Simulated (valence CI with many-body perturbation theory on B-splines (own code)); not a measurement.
Which ion has this spectrum?

A relativistic CI+MBPT calculation for an atom or ion with 14 electrons gives these levels (cm⁻¹):

```csv
J,Parity,E,g
0,even,0,
1,even,68341,1.50
2,even,94468,1.30
2,even,185574,1.20
0,even,255014,
2,odd,467898,1.93
1,odd,574268,0.70
2,odd,583387,1.27
3,odd,610068,1.33
0,odd,672140,
2,odd,679420,1.21
1,odd,681109,1.35
2,odd,742855,1.17
2,odd,785967,0.76
```

The energies are calculated, with errors of perhaps 400 cm⁻¹, more in some levels.

Which is it?
A. Y25+
B. Kr22+
C. Sr24+
D. Rb23+

B. Kr22+, ground level 3s2 3p2 3P_0.
